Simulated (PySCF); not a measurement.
C3H5, SMILES [C](C)=C (connectivity only; charge and spin as stated), charge +1, multiplicity 1. Coordinates come from a PBE0-D3(BJ)/def2-TZVP optimisation. The multiplicity is an assumed one; other spin states were not compared. The isomer is the one that the SMILES or the coordinates give; other isomers of the formula were not compared.

PySCF with TDDFT-ωB97X/def2-SVPD puts the lowest singlet excitations at 3.45, 7.66, 8.27, 8.60, 8.79, 9.81 eV.

### Question
What are the lowest excitation roots from ADC(2)/aug-cc-pVDZ run with PySCF? (An estimate is asked for; the answer gives what the named calculation found.)

### Answer
3.66, 7.55, 8.54, 8.62, 8.79, 9.55 eV. S1 differs by 0.21 eV (second minus first; roots are paired by order, and the bases may differ).
